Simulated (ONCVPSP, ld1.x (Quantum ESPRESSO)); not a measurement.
**Potentials for Rb compared**

Generated with ld1.x 7.5 (TM, RRKJ, ultrasoft, PAW), atompaw 4.2 or ONCVPSP 4.0.1. The cutoff is in Ry: for ld1.x and atompaw files where the sum of valence levels is converged to 10 mRy in a Bessel basis, for ONCV files where the hardest occupied wave has 1 mHa per electron of residual kinetic energy. The error is the largest all-electron minus pseudo excitation energy over each file’s own four to seven test configurations (ionisations up to +4, promotions, holes and added fractions of an electron), all of which were solved. The labels leave out finer settings (local radius, basis sizes, second energies), which also bear on the numbers. Spin-polarised tests are not counted. The rows are a selection from randomly drawn settings: files with unsolved tests, undetermined cutoffs or missed reference levels are left out.

| potential | cutoff (Ry) | largest error (meV) | bound ghosts |
| --- | --- | --- | --- |
| ONCV, PBE, fully relativistic, rc 1.90/3.45/2.95 (spd), local smoothed, core correction yes, reference 4s2 4p6 5s0.75 5p0.25, qcut 4.9/3.2/3.5, projectors 3/2/1 | 21 | -2.6 | none |
| ONCV, LDA (Perdew-Zunger), scalar-relativistic, rc 1.55/2.40/2.50 (spd), local smoothed, core correction no, reference 4s2 4p6, qcut 3.6/4.5/4.1, projectors 2/2/2 | 93 | +0.7 | none |
| ONCV, BLYP, scalar-relativistic, rc 2.45/1.85/2.25/1.85 (spdf), local f, core correction no, reference 4s2 4p6 5s0.5, qcut 5.4/3.7/3.9/5.6, projectors 2/2/1/0 | 35 | -109 | none |
| ONCV, PBE, scalar-relativistic, rc 2.15/2.80/2.60 (spd), local smoothed, core correction yes, reference 4s2 4p6 5s0.75 5p0.25, qcut 7.2/4.2/3.8, projectors 3/2/3 | 26 | -0.2 | none |
| ONCV, PBE, scalar-relativistic, rc 2.55/1.65/2.60 (spd), local smoothed, core correction no, reference 4s2 4p6 5s1, qcut 4/4.6/4.2, projectors 2/1/1 | 45 | +3.9 | none |
| TM semilocal, LDA (PZ), scalar-relativistic, rc 2.50/1.95/4.20 (spd), local s, core correction no, reference 4s2 4p6 4d1 5s0 5p0 | 25 | +1244 | none |

Problem. Fill in the row for Rb: TM, LDA (PZ), scalar-relativistic, rc 3.45/1.70/4.20 (spd), local s, core correction yes, reference 4p6 4d0.5 5s0.5 5p0.

Solution. cutoff 35 Ry, largest error -217 meV, bound ghosts: none.
